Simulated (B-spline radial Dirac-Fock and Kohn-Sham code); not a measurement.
# Run log: Ne³⁺

ΔSCF core binding energies without Breit or QED terms, calculated with a radial B-spline solver. Keys: rel is the Hamiltonian (dirac, or spin-free x2c and nr, where L3 and M5 stand for the whole 2p and 3d shells), method is hf or an exchange,correlation pair (spin-unpolarised, also for the hole states), nuc the nuclear model, radius_factor scales its radius, rmax is the box in bohr, h the logarithmic mesh step, order the B-spline order, points the quadrature points per cell, c_factor scales the speed of light, and damp, ndamp, maxit and tol steer the iteration. The run stops when the commutator error falls below 10·tol·max(1, Z/10), or the numerical noise floor, and the energy has settled to about 1e-8 Ha; the virial ratio is −V/T.

Input (task.json):

```json
{"items": [{"Z": 10, "q": 3, "cfg": [[1, 0, 2], [2, 0, 2], [2, 1, 3]], "A": 20, "rrms": 3.0055, "do": "settings", "holes": ["K", "L3", "M5"],
  "settings": [{"rel": "dirac", "method": "hf", "nuc": "fermi", "radius_factor": 1.0, "rmax": 45.0, "h": 0.3, "order": 8, "points": 10, "c_factor": 0.0189, "maxit": 76, "damp": 0.5, "ndamp": 3, "tol": 1e-08}]}]}
```

Command: `python xray2_run.py task.json out`

Ground-state iterations:

```
iter   energy (Ha)        error
   1      -94.07069611  2.19e-01
   2      -94.34026226  7.42e-02
   3      -94.36597178  1.77e-02
   4      -94.37021679  1.09e-02
   5      -94.37042609  7.47e-03
   6      -94.37054039  2.84e-03
   7      -94.37057863  6.72e-04
   8      -94.37058040  1.18e-04
   9      -94.37058050  1.16e-05
  10      -94.37058050  1.40e-06
  11      -94.37058050  4.37e-07
  12      -94.37058050  1.60e-08
```

The ground state converged in 12 iterations, with total energy -94.37058 Ha, virial ratio 1.13452 and highest orbital energy -79.49 eV. ΔSCF binding energies: K (1s) 1070.9 eV. Holes are computed only in closed shells, and unreliable hole states are left out.

Question: One setting is unsound. Which, and why?

Answer: c_factor makes c so small that Zα exceeds 1, so any numbers that come out have no meaning. With the default settings (Dirac Hartree-Fock): The ground state converged in 9 iterations, with total energy -124.04541 Ha, virial ratio 1.99764 and highest orbital energy -94.86 eV. ΔSCF binding energies: K (1s) 963.8 eV. Holes are computed only in closed shells, and unreliable hole states are left out.
